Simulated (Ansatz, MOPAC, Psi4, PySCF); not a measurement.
System: C4H10O (charge 0, singlet). SMILES: COC(C)C
Geometry: optimised at B3LYP-D3(BJ)/def2-TZVP (Ansatz, a first-principles code).

Quantity: size of the dipole moment, in D. Terms: no spin-orbit coupling; dispersion terms only where a functional's name holds one; non-relativistic; 6-31G* and kin with 6d, 5d where marked. Ab initio and DFT rows: single points at B3LYP-D3(BJ) geometries (Ansatz). Semi-empirical rows: dipoles at the shared geometry.

```json
[
 {"level": "PM3", "program": "MOPAC", "size of the dipole moment (D)": "1.25"},
 {"level": "PM6", "program": "MOPAC", "size of the dipole moment (D)": "1.73"},
 {"level": "PBE/STO-3G", "program": "Ansatz", "size of the dipole moment (D)": "0.98"},
 {"level": "BP86/def2-SVP", "program": "PySCF", "size of the dipole moment (D)": "1.12"},
 {"level": "BP86/6-31G* (5d)", "program": "PySCF", "size of the dipole moment (D)": "1.08"},
 {"level": "B3LYP/3-21G", "program": "Ansatz", "size of the dipole moment (D)": "1.28"},
 {"level": "B3LYP/6-31G", "program": "Ansatz", "size of the dipole moment (D)": "1.48"},
 {"level": "B3LYP/6-31G*", "program": "Ansatz", "size of the dipole moment (D)": "1.18"},
 {"level": "wB97X-D/6-31G*", "program": "Psi4", "size of the dipole moment (D)": "1.23"},
 {"level": "B3PW91/6-31G* (5d)", "program": "PySCF", "size of the dipole moment (D)": "1.19"}
]
```

No value to compare with is used here. The 10 habitual levels span 0.98 (PBE/STO-3G) to 1.73 D (PM6).

The levels are drawn from those run, B3LYP/6-31G* more often than the rest, none by its result; runs whose electronic state is in doubt are left out.
